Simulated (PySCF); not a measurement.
ClH3S2Si, SMILES S[SiH](S)Cl. Coordinates come from a PBE-D3(BJ)/def2-SVP optimisation. Other conformers were not sampled.

### Question
Give the equilibrium geometry at PBE-D3(BJ)/def2-SVP (PySCF confirms it by a frequency run) as bond lengths and angles. (An estimate is asked for; the answer gives what the named calculation found.)

### Answer
Several could match; the one computed here: 
Atoms: Si1 S2 S3 Cl4 H5 H6 H7. Bond lengths (Å): Si1–S2 2.151, Si1–S3 2.147, Si1–Cl4 2.078, Si1–H5 1.496, S2–H6 1.364, S3–H7 1.364. Angles (°): S2–Si1–S3 112.4, S2–Si1–Cl4 103.7, S2–Si1–H5 114.6, S3–Si1–Cl4 113.6, S3–Si1–H5 104.3, Cl4–Si1–H5 108.4, Si1–S2–H6 93.0, Si1–S3–H7 93.5.
Charge 0, spin multiplicity 1.
